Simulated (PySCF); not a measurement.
**Gas-phase XPS of Cu(PF3)H, computed**

Species: Cu(PF3)H (singlet state).
Bonds: Cu1–P2, P2–F3, P2–F4, P2–F5. Hydrogens: H6 on Cu1.

Method: delta-SCF UKS SCAN, pcX-2 on the ionised atom (unc-x2c-TZVPall on a metal), pcseg-1 elsewhere, spin-free X2C in PySCF 2.14.0. Each binding energy is the total energy of the core-ionised species, with the hole localised on one atom, minus that of the ground state; both are solved self-consistently, so orbital relaxation is included.

Problem. Give the core binding energies atom by atom.

Solution. 
```
 atom(s)   bonded to     level  binding energy (eV)  2p1/2 (eV)  count
     Cu1     H and P  Cu 2p3/2               939.21      959.87      1
      P2  3 F and Cu      P 1s              2156.51           –      1
F3/F4/F5           P      F 1s               694.57           –      3
```

Problem. Express the binding energy of Cu 2p3/2 of Cu1 in atomic units and per mole.

Solution. 939.21 eV = 34.5153 Eh = 90620 kJ/mol.

Problem. Which photon wavelength matches the Cu 2p3/2 of Cu1 threshold?

Solution. λ = hc/E = 12398.42 eV Å / 939.21 eV = 13.201 Å.

Atoms equivalent by their bonding share one computed value, that of the first of them. Not every level is listed. The 2p values aren't plain energy differences: one relaxed spin-free 2p hole is combined with a matrix within the shell (ground-state 2p orbital-energy differences and spin–orbit coupling). 2p3/2, the mean of its two sublevels, lies a third of the splitting below the shell's mean and 2p1/2 two thirds above it; the statistical areas are 2:1. 2p1/2 minus 2p3/2 (ligand field included): Cu 20.65 eV. Satellites of the metal's 2p lines aren't described. Isolated species at its PBE0-D3(BJ)/def2-SVP geometry, gas phase. Metal 2p energies of this one-determinant scheme are less reliable than its 1s energies.

On Arm Neoverse V2, one thread (shared host), this took 15 s wall.
